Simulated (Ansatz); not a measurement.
`O=C=[N][InH][Cl]` and `O=C=[N][SnH2][Cl]` differ in one atom or group.

Ansatz, PBE0-D4/def2-TZVP geometries, multiplicity 1. Each molecule was computed in one conformer, which needn't be the lowest.

Elements past krypton have def2 core potentials.

```tsv
property	`O=C=[N][InH][Cl]`
HOMO energy (PBE/def2-TZVPP) / eV	-7.20
size of the dipole moment (ωB97M-V/def2-TZVPP) / D	3.65
LUMO energy (ωB97M-V/def2-TZVPP) / eV	-0.50
HOMO energy (PBE0/def2-TZVPP) / eV	-8.56
size of the dipole moment (B3LYP/def2-TZVPP) / D	3.60
HOMO energy (ωB97M-V/def2-TZVPP) / eV	-10.77
```

Problem. Give the same properties after the change, and the shifts. (An estimate is asked.)

Solution. Ansatz gave: 
```tsv
property	`O=C=[N][SnH2][Cl]`	shift
HOMO energy (PBE/def2-TZVPP) / eV	-7.17	0.03
size of the dipole moment (ωB97M-V/def2-TZVPP) / D	3.59	-0.06
LUMO energy (ωB97M-V/def2-TZVPP) / eV	0.54	1.04
HOMO energy (PBE0/def2-TZVPP) / eV	-8.56	0.00
size of the dipole moment (B3LYP/def2-TZVPP) / D	3.58	-0.02
HOMO energy (ωB97M-V/def2-TZVPP) / eV	-10.78	-0.01
```

The zero-point energy changes by 21.1 kJ/mol with +3 modes. Dipoles are sizes alone; their direction can turn.

B3LYP here is the variant with VWN-RPA as its local correlation; programs differ in this.
